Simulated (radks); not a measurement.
Neutral thulium inside a hard spherical wall (all orbitals vanish at R), configuration held at [Xe] 4f13 6s2 and not refilled when levels cross. Method: scalar-relativistic Kohn-Sham, LDA (Slater exchange, VWN5 correlation), spin-polarised, spherical densities, finite nucleus; open shells are filled with parallel spins first (spin-orbit coupling, left out, can overturn this in heavy ions); Fermi nuclear charge, rms radius 5.2256 fm; computed with a radial shooting solver on a logarithmic mesh with Libxc functionals. Eigenvalues in eV for spin up, with the zero of energy where the potential of the charges vanishes at infinity; a dash marks a level that is unbound or too diffuse for the functional's potential to be trusted. A positive occupied level is held by the wall or, in an anion where self-interaction has pushed it up, behind a barrier. The pressure on the wall is -dE/dV.

R (bohr),E (hartree),kinetic (hartree),e(5s),e(5p),e(6s),e(4f),"e(6p, empty)","e(5d, empty)",pressure (GPa)
free,-13557.6049,14729.169,-53.735,-27.208,-4.043,-3.686,-,-,0
15,-13557.6049,14729.169,-53.734,-27.206,-4.042,-3.685,-1.159,-0.976,0.000106
7,-13557.5705,14729.378,-52.641,-26.134,-2.967,-2.611,1.016,0.187,1.59
6,-13557.5140,14729.636,-51.689,-25.213,-1.714,-1.660,3.127,1.249,5.79
5,-13557.3566,14730.265,-49.985,-23.593,1.203,0.090,7.710,3.319,24.2
4,-13556.8514,14732.180,-46.565,-20.370,9.070,3.808,19.104,7.918,133
3,-13554.6551,14740.476,-37.438,-11.183,36.376,14.579,54.398,21.416,1200
2.5,-13550.7310,14754.636,-25.892,1.634,75.984,28.419,101.37,39.554,4710
2,-13538.9378,14793.959,1.664,33.953,172.53,58.127,209.62,82.965,23800
1.5,-13494.6464,14929.712,91.552,139.34,452.37,131.26,509.23,213.04,179000
